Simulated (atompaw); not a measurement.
# Before and after: PAW (atompaw) potential for Cs (Z = 55)

- Element: Cs
- Generator: atompaw 4.2.0.5
- Type: PAW
- Functional: LDA (PW92)
- Relativity: scalar-relativistic
- Frozen core: [Kr] 4d10
- Valence charge: 9
- Reference configuration: 5s2 5p6 5d0 6s1 6p0
- Partial waves: 5s (bound): rc 2.20 bohr; 6s (bound): rc 2.60 bohr; 5p (bound): rc 3.00 bohr; 6p (bound, empty): rc 3.00 bohr; 5d (bound, empty): rc 3.00 bohr; 5d channel at 3.2 Ry: rc 3.00 bohr
- Local potential: ultrasoft scheme with l = 3 at 0 Ry, radius 2.85 bohr
- Core correction: smooth core density matched at 2.30 bohr
- Augmentation charge: sinc compensation charge, radius 2.30 bohr; PAW radius 3.00 bohr; waves and projectors: custom polynom vanderbiltortho

All-electron outer shells of the reference configuration (LDA (PW92), scalar-relativistic, ld1.x):

| shell | level (eV) | outermost node (bohr) | outermost maximum (bohr) |
| --- | --- | --- | --- |
| 4p | -160.49 | 0.36 | 0.67 |
| 4d | -74.26 | 0.33 | 0.72 |
| 5s | -26.90 | 0.82 | 1.54 |
| 5p | -13.61 | 0.89 | 1.76 |
| 6s | -2.22 | 2.10 | 4.68 |
| 6p | -0.78 | 2.61 | 6.55 |
| 5d | -0.48 | 1.06 | 3.46 |

Change: augmentation sinc compensation charge, radius 2.30 bohr; PAW radius 3.00 bohr; waves and projectors: custom rrkj gramschmidtortho.

Cutoffs: the cutoffs (Ry, on a coarse ladder) from which the occupation-weighted sum of valence levels, in a spherical-Bessel basis at the reference potential, stays within 10 and 1 mRy of its value at 400 Ry; they do not see the model core or the augmentation charge, which bear on the density cutoff.

What does the change do?

The potential gets harder (8 Ry and 15 Ry → 10 Ry and 15 Ry); neither file shows a bound ghost.

```tsv
quantity	base	changed
cutoff, loose	8 Ry	10 Ry
cutoff, tight	15 Ry	15 Ry
loose cutoff by channel (10 mRy a level)	s 6 Ry, p 6 Ry	s 8 Ry, p 6 Ry
bound ghosts	none	none
s: phases at 3.00 bohr within 0.05 rad from the reference energy up to (Ry; the scan ends near 5)	0.9	0.8
p: phases at 3.00 bohr within 0.05 rad from the reference energy up to (Ry; the scan ends near 5)	1.7	1.8
d: phases at 3.00 bohr within 0.05 rad from the reference energy up to (Ry; the scan ends near 5)	to the end of the scan	to the end of the scan
lowest overlap eigenvalue by channel	s 0.33, p 0.95, d 0.93	s 0.19, p 0.14, d 0.88
```

 The cutoffs see the waves, projectors and local potential, not the compensation charge or the core.
